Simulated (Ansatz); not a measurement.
A first, cheap relaxation of `COC(O)[SeH]`.

```yaml
crystal:
  periodic: [false, false, false]
  atoms:
    - {symbol: C, position_ang: [-1.278600, 0.436100, 0.857200]}
    - {symbol: O, position_ang: [-0.567700, -0.605300, 0.360600]}
    - {symbol: C, position_ang: [0.640100, -0.134400, -0.150300]}
    - {symbol: O, position_ang: [0.563300, 0.456000, -1.403200]}
    - {symbol: Se, position_ang: [1.879700, -1.665200, -0.320800]}
    - {symbol: H, position_ang: [-1.505200, 1.258100, 0.052200]}
    - {symbol: H, position_ang: [-0.813600, 0.949600, 1.734300]}
    - {symbol: H, position_ang: [-2.277900, 0.116000, 1.163700]}
    - {symbol: H, position_ang: [1.159700, 0.604800, 0.606700]}
    - {symbol: H, position_ang: [1.353400, 0.877400, -1.612900]}
    - {symbol: H, position_ang: [0.912100, -2.350300, -1.266800]}
basis:
  gaussian: {orbitals: def2-SVP}
hamiltonian: {xc: pbe, dispersion: d4}
relax: {f_tol: 0.03, max_steps: 200}
```

```sh
$ ansatz run in.yaml --threads 4 --pin off --events-out ev --progress --plain
```

Shortened log:

```
Functional definition: PBE
mean field -71584.66481302 eV, -2630.6879100498 hartree, gradient 4.9e-5 eV, S^2 0.000000; 0 other end points of the search recorded, 0 dependent functions left out
relax step   1: F+E_penalty+E_count = -71584.88523119 eV  Δ(F+E_penalty+E_count) = +0.000e0 eV  max|allowed force component| = 4.158e0 eV/Å  Δτ_max = 0.0000 Å  (29 SCF iters, accepted)
mean field -71585.04849701 eV, -2630.7020101764 hartree, gradient 1.8e-5 eV, S^2 0.000000; 0 other end points of the search recorded, 0 dependent functions left out
relax step   2: F+E_penalty+E_count = -71585.26625421 eV  Δ(F+E_penalty+E_count) = -3.810e-1 eV  max|allowed force component| = 1.445e0 eV/Å  Δτ_max = 0.1287 Å  (35 SCF iters, accepted)
mean field -71585.10144571 eV, -2630.7039560054 hartree, gradient 1.6e-5 eV, S^2 0.000000; 0 other end points of the search recorded, 0 dependent functions left out
relax step   3: F+E_penalty+E_count = -71585.31862640 eV  Δ(F+E_penalty+E_count) = -5.237e-2 eV  max|allowed force component| = 4.334e-1 eV/Å  Δτ_max = 0.0623 Å  (29 SCF iters, accepted)
mean field -71585.11419527 eV, -2630.7044245432 hartree, gradient 1.5e-5 eV, S^2 0.000000; 0 other end points of the search recorded, 0 dependent functions left out
relax step   4: F+E_penalty+E_count = -71585.33128976 eV  Δ(F+E_penalty+E_count) = -1.266e-2 eV  max|allowed force component| = 2.045e-1 eV/Å  Δτ_max = 0.0469 Å  (30 SCF iters, accepted)
mean field -71585.11761429 eV, -2630.7045501897 hartree, gradient 1.6e-5 eV, S^2 0.000000; 0 other end points of the search recorded, 0 dependent functions left out
relax step   5: F+E_penalty+E_count = -71585.33479317 eV  Δ(F+E_penalty+E_count) = -3.503e-3 eV  max|allowed force component| = 8.818e-2 eV/Å  Δτ_max = 0.0199 Å  (30 SCF iters, accepted)
mean field -71585.11979327 eV, -2630.7046302658 hartree, gradient 1.5e-5 eV, S^2 0.000000; 0 other end points of the search recorded, 0 dependent functions left out
relax step   6: F+E_penalty+E_count = -71585.33698849 eV  Δ(F+E_penalty+E_count) = -2.195e-3 eV  max|allowed force component| = 6.069e-2 eV/Å  Δτ_max = 0.0298 Å  (29 SCF iters, accepted)
mean field -71585.12083532 eV, -2630.7046685603 hartree, gradient 1.5e-5 eV, S^2 0.000000; 0 other end points of the search recorded, 0 dependent functions left out
relax step   7: F+E_penalty+E_count = -71585.33806319 eV  Δ(F+E_penalty+E_count) = -1.075e-3 eV  max|allowed force component| = 5.480e-2 eV/Å  Δτ_max = 0.0282 Å  (29 SCF iters, accepted)
mean field -71585.12070542 eV, -2630.7046637866 hartree, gradient 1.5e-5 eV, S^2 0.000000; 0 other end points of the search recorded, 0 dependent functions left out
relax step   8: F+E_penalty+E_count = -71585.33794951 eV  Δ(F+E_penalty+E_count) = +1.137e-4 eV  max|allowed force component| = 5.292e-2 eV/Å  Δτ_max = 0.0320 Å  (29 SCF iters, rejected (line search))
mean field -71585.12132945 eV, -2630.7046867192 hartree, gradient 1.5e-5 eV, S^2 0.000000; 0 other end points of the search recorded, 0 dependent functions left out
relax step   9: F+E_penalty+E_count = -71585.33862920 eV  Δ(F+E_penalty+E_count) = -5.660e-4 eV  max|allowed force component| = 1.330e-2 eV/Å  Δτ_max = 0.0154 Å  (30 SCF iters, accepted)
mean field -71585.12132945 eV, -2630.7046867192 hartree, gradient 1.5e-5 eV, S^2 0.000000; 1 other end points of the search recorded, 0 dependent functions left out
Total energy: -71585.33866052 eV, -2630.7126734888 hartree
Atom 0 at    -1.347931     0.508061     0.839341 Å, force    -0.002438    -0.000671     0.000536 eV/Å
Atom 1 at    -0.520572    -0.555204     0.380243 Å, force     0.013284    -0.007478    -0.003087 eV/Å
Atom 2 at     0.697465    -0.131175    -0.107564 Å, force     0.008503    -0.011980     0.004117 eV/Å
Atom 3 at     0.495131     0.563772    -1.301283 Å, force    -0.010603     0.013296    -0.011857 eV/Å
Atom 4 at     1.891645    -1.730781    -0.350937 Å, force    -0.004749     0.002054     0.003291 eV/Å
Atom 5 at    -1.594015     1.219442     0.022187 Å, force    -0.004442     0.000237     0.001449 eV/Å
Atom 6 at    -0.857809     1.071713     1.668777 Å, force    -0.003357     0.004804    -0.002546 eV/Å
Atom 7 at    -2.279004     0.048589     1.220630 Å, force     0.001103     0.003679     0.002020 eV/Å
Atom 8 at     1.250703     0.490040     0.649272 Å, force    -0.000491    -0.002727     0.005210 eV/Å
Atom 9 at     1.374022     0.785809    -1.663155 Å, force     0.003923    -0.003235     0.001460 eV/Å
Atom 10 at     0.955663    -2.327467    -1.336811 Å, force    -0.000734     0.002021    -0.000593 eV/Å
Dipole moment:     0.021661     0.378065     0.020194 e Å
```

Run time 15 s (4 threads of a server CPU on a shared host); peak host memory 0.18 GiB.
